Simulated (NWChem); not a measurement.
**Atomisation of 2-butanone (C4H8O)**

SMILES: CCC(C)=O
```xyz
13

C      1.8339     0.5308    -0.2645
C      0.8523    -0.2872     0.5923
C     -0.5480    -0.2864    -0.0230
C     -1.4848     0.8296     0.4116
O     -0.8810    -1.1300    -0.8402
H      2.8523     0.5110     0.1721
H      1.5258     1.5937    -0.3453
H      1.8939     0.1165    -1.2908
H      1.1882    -1.3428     0.6397
H      0.8221     0.1180     1.6262
H     -0.9810     1.8180     0.3784
H     -1.7865     0.6665     1.4687
H     -2.3874     0.8384    -0.2261
```
Charge 0, spin multiplicity 1.

All runs are NWChem calculations. All single points use one geometry, from PBE/def2-SVP, a minimum by its harmonic frequencies. It is one conformer; others weren't searched.

Basis set: def2-SVP. The atomisation energy is electronic alone: no zero-point, thermal, spin-orbit or counterpoise terms. No value is extrapolated to the basis-set limit. Free atoms are single determinants with multiplicities C 3, O 3, H 2. Correlated methods freeze the same cores in atoms and molecule, 5 orbitals in all.

B3LYP has NWChem's definition, with VWN1-RPA local correlation. The stability of the SCF solutions was not checked. Open-shell Hartree-Fock references start from PBE0 orbitals.

Order these methods by the atomisation energy they give, lowest first: HF, LDA (SVWN5), B3LYP, PBE0.

HF (957.4 kcal/mol), B3LYP (1273.7 kcal/mol), PBE0 (1287.2 kcal/mol), LDA (SVWN5) (1466.1 kcal/mol)
